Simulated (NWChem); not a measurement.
System: CF2GaNO; SMILES O=C=[N][Ga]([F])[F]

Input file for NWChem:

```
start job
memory heap 200 mb stack 900 mb global 1100 mb
geometry units angstroms noautoz
  Ga    -0.071973    -0.684591    -0.000261
  F      1.321573    -1.710244    -0.000648
  F     -1.627236    -1.443246    -0.000023
  N      0.089991     1.088586    -0.000103
  C      0.176224     2.285626    -0.000050
  O      0.262531     3.447343    -0.000001
end
basis spherical
  * library 6-311g**
end
dft
  xc xpbe96 cpbe96
  iterations 150
  mulliken
end
task dft energy
```

NWChem printed, in part:

```
             Northwest Computational Chemistry Package (NWChem) 7.3.0
             --------------------------------------------------------

 CS  symmetry detected

                             Geometry "geometry" -> ""
                             -------------------------

 Output coordinates in angstroms (scale by  1.889725989 to convert to a.u.)

  No.       Tag          Charge          X              Y              Z
 ---- ---------------- ---------- -------------- -------------- --------------
    1 Ga                  31.0000     0.00018808    -0.67694814     0.00000000
    2 F                    9.0000     1.47258589    -1.58578222     0.00000000
    3 F                    9.0000    -1.48817089    -1.55966443     0.00000000
    4 N                    7.0000     0.01730134     1.10352825     0.00000000
    5 C                    6.0000     0.00582487     2.30361540     0.00000000
    6 O                    8.0000    -0.00270302     3.46850276     0.00000000

 Effective nuclear repulsion energy (a.u.)     417.2256936669

      Symmetry information
      --------------------

 Group name             Cs
 Group number              2
 Group order               2
 No. of unique centers     6

  pbe96 is a nonlocal functional; adding pw91lda local functional.

                                 NWChem DFT Module
                                 -----------------

 Summary of "ao basis" -> "ao basis" (spherical)
 ------------------------------------------------------------------------------
       Tag                 Description            Shells   Functions and Types
 ---------------- ------------------------------  ------  ---------------------
 Ga                         6-311g**                18       44   8s7p3d
 F                          6-311g**                 8       18   4s3p1d
 N                          6-311g**                 8       18   4s3p1d
 C                          6-311g**                 8       18   4s3p1d
 O                          6-311g**                 8       18   4s3p1d

      Symmetry analysis of basis
      --------------------------

        a'         96
        a"         38

            General Information
            -------------------
          SCF calculation type: DFT
          Wavefunction type:  closed shell.
          No. of atoms     :     6
          No. of electrons :    70
           Alpha electrons :    35
            Beta electrons :    35
          Charge           :     0
          Spin multiplicity:     1
          Use of symmetry is: on ; symmetry adaption is: on
          Maximum number of iterations: 150
          AO basis - number of functions:   134
                     number of shells:    58
          Convergence on energy requested:  1.00D-06
          Convergence on density requested:  1.00D-05
          Convergence on gradient requested:  5.00D-04

              XC Information
              --------------
          PerdewBurkeErnzerhof Exchange Functional  1.000
            Perdew 1991 LDA Correlation Functional  1.000 local
           PerdewBurkeErnz. Correlation Functional  1.000 non-local

             Grid Information
             ----------------
          Grid used for XC integration:  medium
          Radial quadrature: Mura-Knowles
          Angular quadrature: Lebedev.
          Tag              B.-S. Rad. Rad. Pts. Rad. Cut. Ang. Pts.
          ---              ---------- --------- --------- ---------
          Ga                  1.30      112           9.0       590
          F                   0.50       49          11.0       434
          N                   0.65       49           8.0       434
          C                   0.70       49          11.0       434
          O                   0.60       49          12.0       434
          Grid pruning is: on
          Number of quadrature shells:   357
          Spatial weights used:  Erf1

      Superposition of Atomic Density Guess
      -------------------------------------

 Sum of atomic energies:       -2288.74406786

      Non-variational initial energy
      ------------------------------

 Total energy =   -2290.216018
 1-e energy   =   -4022.269688
 2-e energy   =    1314.827976
 HOMO         =      -0.395607
 LUMO         =      -0.074183

      Symmetry analysis of molecular orbitals - initial
      -------------------------------------------------

  Numbering of irreducible representations:

     1 a'          2 a"

  Orbital symmetries:

     1 a'          2 a'          3 a'          4 a'          5 a"
     6 a'          7 a'          8 a'          9 a'         10 a'
    11 a'         12 a'         13 a'         14 a"         15 a'
    16 a'         17 a'         18 a'         19 a'         20 a'
    21 a"         22 a"         23 a'         24 a'         25 a'
    26 a'         27 a'         28 a"         29 a"         30 a'
    31 a'         32 a"         33 a'         34 a"         35 a'
    36 a'         37 a"         38 a'         39 a'         40 a"
    41 a'         42 a"         43 a'         44 a'         45 a'

     ---------------------------------------------
      Total Density - Mulliken Population Analysis
     ---------------------------------------------

    Atom       Charge   Shell Charges
 -----------   ------   -------------------------------------------------------
    1 Ga  31    29.05   0.77  1.18  1.04  0.94  0.88  1.16  0.52  0.08  0.50  5.48  4.55  1.44  0.35 -0.00  0.07  8.09  1.88  0.13
    2 F    9     9.74   1.08  0.92  1.22  1.10  2.55  0.90  1.97  0.00
    3 F    9     9.74   1.08  0.92  1.22  1.10  2.55  0.90  1.97  0.00
    4 N    7     7.88   1.09  0.90  0.80  0.89  1.93  0.77  1.48  0.02
    5 C    6     4.94   1.10  0.89  0.46  0.77  1.01  0.22  0.33  0.16
    6 O    8     8.64   1.08  0.91  0.99  1.04  2.20  0.82  1.59  0.01

   convergence    iter        energy       DeltaE   RMS-Dens  Diis-err
 ---------------- ----- ----------------- --------- --------- ---------
 d= 0,ls=0.0,diis     1  -2291.9103237174 -2.71D+03  1.72D-02  5.68D+00
 d= 0,ls=0.0,diis     2  -2290.9184961971  9.92D-01  1.51D-02  1.37D+01
 d= 0,ls=0.0,diis     3  -2291.9156565383 -9.97D-01  6.62D-03  2.66D+00
 d= 0,ls=0.0,diis     4  -2292.0062255271 -9.06D-02  3.76D-03  1.39D+00
 d= 0,ls=0.0,diis     5  -2292.1401208309 -1.34D-01  1.02D-03  7.45D-02
  Resetting Diis
 d= 0,ls=0.0,diis     6  -2292.1447349767 -4.61D-03  4.95D-04  2.55D-02
 d= 0,ls=0.0,diis     7  -2292.1465074244 -1.77D-03  4.34D-04  1.47D-03
 d= 0,ls=0.0,diis     8  -2292.1456101213  8.97D-04  3.07D-04  1.08D-02
 d= 0,ls=0.0,diis     9  -2292.1466276019 -1.02D-03  6.68D-05  3.48D-04
 d= 0,ls=0.0,diis    10  -2292.1466531935 -2.56D-05  1.99D-05  4.49D-05
 d= 0,ls=0.0,diis    11  -2292.1466577285 -4.54D-06  3.13D-06  9.26D-07
 d= 0,ls=0.0,diis    12  -2292.1466577913 -6.28D-08  4.11D-07  1.07D-08

         Total DFT energy =    -2292.146657791322
      One electron energy =    -4021.822540669214
           Coulomb energy =     1428.815955865798
    Exchange-Corr. energy =     -116.365766654789
 Nuclear repulsion energy =      417.225693666882

 Numeric. integr. density =       69.999995350768

                  Occupations of the irreducible representations
                  ----------------------------------------------

                     irrep           alpha         beta
                     --------     --------     --------
                     a'               27.0         27.0
                     a"                8.0          8.0

                       DFT Final Molecular Orbital Analysis
                       ------------------------------------

 Vector   33  Occ=2.000000D+00  E=-3.459555D-01  Symmetry=a'
              MO Center= -3.3D-03, -1.5D+00, -5.2D-16, r^2= 2.7D+00
   Bfn.  Coefficient  Atom+Function         Bfn.  Coefficient  Atom+Function
  ----- ------------  ---------------      ----- ------------  ---------------
    51      0.235492  2 F  px                69      0.231538  3 F  px
    55      0.220245  2 F  px                74     -0.218080  3 F  py
    56      0.215295  2 F  py                70     -0.215606  3 F  py
    73      0.216304  3 F  px                52      0.212629  2 F  py
    47      0.166442  2 F  px                65      0.163600  3 F  px

 Vector   34  Occ=2.000000D+00  E=-2.914168D-01  Symmetry=a"
              MO Center=  8.2D-03,  1.9D+00, -2.9D-13, r^2= 2.5D+00
   Bfn.  Coefficient  Atom+Function         Bfn.  Coefficient  Atom+Function
  ----- ------------  ---------------      ----- ------------  ---------------
    93      0.335056  4 N  pz                89      0.304231  4 N  pz
   125     -0.281200  6 O  pz               129     -0.269762  6 O  pz
    85      0.211809  4 N  pz               121     -0.197207  6 O  pz
    31     -0.073774  1 Ga d -1             113     -0.066881  5 C  d -1
    23      0.061974  1 Ga pz                57     -0.058108  2 F  pz

 Vector   35  Occ=2.000000D+00  E=-2.855760D-01  Symmetry=a'
              MO Center=  8.7D-03,  1.9D+00, -2.1D-14, r^2= 2.5D+00
   Bfn.  Coefficient  Atom+Function         Bfn.  Coefficient  Atom+Function
  ----- ------------  ---------------      ----- ------------  ---------------
    91      0.340613  4 N  px                87      0.311213  4 N  px
   123     -0.282170  6 O  px               127     -0.272760  6 O  px
    83      0.215798  4 N  px               119     -0.198070  6 O  px
    30     -0.083074  1 Ga d -2             112     -0.068020  5 C  d -2
    74      0.057604  3 F  py                70      0.056524  3 F  py

 Vector   36  Occ=0.000000D+00  E=-1.057929D-01  Symmetry=a'
              MO Center= -2.7D-03, -7.7D-01,  5.7D-15, r^2= 3.2D+00
   Bfn.  Coefficient  Atom+Function         Bfn.  Coefficient  Atom+Function
  ----- ------------  ---------------      ----- ------------  ---------------
     8      0.826974  1 Ga s                  7      0.582620  1 Ga s
    90     -0.419971  4 N  s                  6     -0.270356  1 Ga s
    92      0.227890  4 N  py                54     -0.213633  2 F  s
    72     -0.214234  3 F  s                 86     -0.203144  4 N  s
    73     -0.171303  3 F  px                55      0.169701  2 F  px

 Vector   37  Occ=0.000000D+00  E=-8.011366D-02  Symmetry=a"
              MO Center=  1.3D-03, -2.7D-02, -3.5D-15, r^2= 4.6D+00
   Bfn.  Coefficient  Atom+Function         Bfn.  Coefficient  Atom+Function
  ----- ------------  ---------------      ----- ------------  ---------------
    26      0.484250  1 Ga pz                23      0.305971  1 Ga pz
    29      0.279871  1 Ga pz               107     -0.212434  5 C  pz
   111     -0.211687  5 C  pz                17     -0.192195  1 Ga pz
   129      0.191071  6 O  pz                57     -0.143257  2 F  pz
    75     -0.143151  3 F  pz               125      0.135194  6 O  pz

 Vector   38  Occ=0.000000D+00  E=-1.561165D-02  Symmetry=a'
              MO Center=  1.3D-02,  1.3D+00,  2.3D-15, r^2= 4.6D+00
   Bfn.  Coefficient  Atom+Function         Bfn.  Coefficient  Atom+Function
  ----- ------------  ---------------      ----- ------------  ---------------
   109      0.442484  5 C  px                27     -0.386430  1 Ga px
   105      0.384891  5 C  px               127     -0.323544  6 O  px
    24     -0.218637  1 Ga px               101      0.219625  5 C  px
    91     -0.211083  4 N  px               123     -0.211564  6 O  px
   119     -0.151954  6 O  px                21     -0.147913  1 Ga px

     ---------------------------------------------
      Total Density - Mulliken Population Analysis
     ---------------------------------------------

    Atom       Charge   Shell Charges
 -----------   ------   -------------------------------------------------------
    1 Ga  31    29.88   0.77  1.18  1.02  0.96  0.88  1.15  0.78  0.00  0.50  5.47  4.59  1.39  0.65  0.13  0.12  8.00  1.93  0.34
    2 F    9     9.42   1.08  0.92  1.18  1.08  2.29  0.93  1.94  0.00
    3 F    9     9.42   1.08  0.92  1.18  1.08  2.29  0.93  1.94  0.00
    4 N    7     7.54   1.10  0.89  0.81  0.84  1.78  0.76  1.34  0.02
    5 C    6     5.52   1.10  0.88  0.66  0.81  1.32  0.14  0.43  0.18
    6 O    8     8.22   1.08  0.91  0.97  1.03  1.98  0.81  1.42  0.02

     -------------------------------------------
      Total Density - Lowdin Population Analysis
     -------------------------------------------

    Atom       Charge   Shell Charges
 -----------   ------   -------------------------------------------------------
    1 Ga  31    30.77   0.92  1.08  1.02  0.94  0.82  1.16  0.52  0.21  0.86  5.08  4.03  1.93  0.68  0.59  0.21  7.76  2.15  0.84
    2 F    9     9.09   1.03  0.96  1.18  1.00  2.29  0.75  1.88  0.00
    3 F    9     9.09   1.03  0.96  1.18  1.00  2.29  0.75  1.88  0.00
    4 N    7     7.07   1.04  0.94  0.80  0.64  1.73  0.46  1.42  0.04
    5 C    6     6.03   1.05  0.92  0.64  0.54  1.35  0.29  0.86  0.39
    6 O    8     7.94   1.03  0.95  0.96  0.85  1.96  0.64  1.52  0.03

     Multipole analysis of the density
     ---------------------------------

     L   x y z        total         alpha         beta         nuclear
     -   - - -        -----         -----         ----         -------
     0   0 0 0     -0.000000    -35.000000    -35.000000     70.000000

     1   1 0 0      0.001255      0.000627      0.000627      0.000000
     1   0 1 0      0.006152      0.003076      0.003076      0.000000
     1   0 0 1     -0.000000     -0.000000     -0.000000      0.000000

     2   2 0 0    -33.921719    -87.401557    -87.401557    140.881396
     2   1 1 0      0.016800     -0.005575     -0.005575      0.027950
     2   1 0 1      0.000000      0.000000      0.000000      0.000000
     2   0 2 0    -38.074892   -367.822806   -367.822806    697.570720
     2   0 1 1      0.000000      0.000000      0.000000      0.000000
     2   0 0 2    -27.471323    -13.735661    -13.735661      0.000000
```

Level: PBE/6-311G** (spherical d). Structure relaxed at the PBE0/def2-SVP level.
